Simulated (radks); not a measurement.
Ionisation of the cerium ion Ce+, [Xe] 4f1 5d2, to [Xe] 4f2 as the strength of local exchange is varied. Method: scalar-relativistic Kohn-Sham, Slater X-alpha exchange (alpha = 2/3 is LDA exchange), no correlation, spin-polarised, spherical densities, finite nucleus; open shells are filled with parallel spins first (spin-orbit coupling, left out, can overturn this in heavy ions); Fermi nuclear charge, rms radius 4.8771 fm; computed with a radial shooting solver on a logarithmic mesh with Libxc functionals.

alpha  E(Ce+) (hartree)  exchange (hartree)  IE (eV)  -e of the level emptied (eV)  <r> of it (bohr)
0.551        -8813.4791           -162.1478    9.814                    6.131 (5d)             3.074
0.589        -8824.7034           -173.5464    9.670                    6.422 (5d)             3.017
0.599        -8827.6595           -176.5506    9.630                    6.500 (5d)             3.003
0.667        -8847.7867           -197.0297    9.348                    7.054 (5d)             2.907
0.671        -8848.9721           -198.2371    9.330                    7.087 (5d)             2.902
0.792        -8884.9016           -234.9041    8.778                    8.162 (5d)             2.749
0.899        -8916.7913           -267.5597    8.255                    9.201 (5d)             2.630
?            -8899.7897           -250.1368    8.537                    8.637 (5d)             2.692

Which alpha was used in the last row?

Answer. alpha = 0.842. NIST Atomic Spectra Database: 10.96 eV (semi-empirical). The central value is not met in this range of alpha. Open shells are spherical and high-spin; term and fine-structure splittings are not resolved. Spin-orbit splitting is averaged out at the scalar-relativistic level.
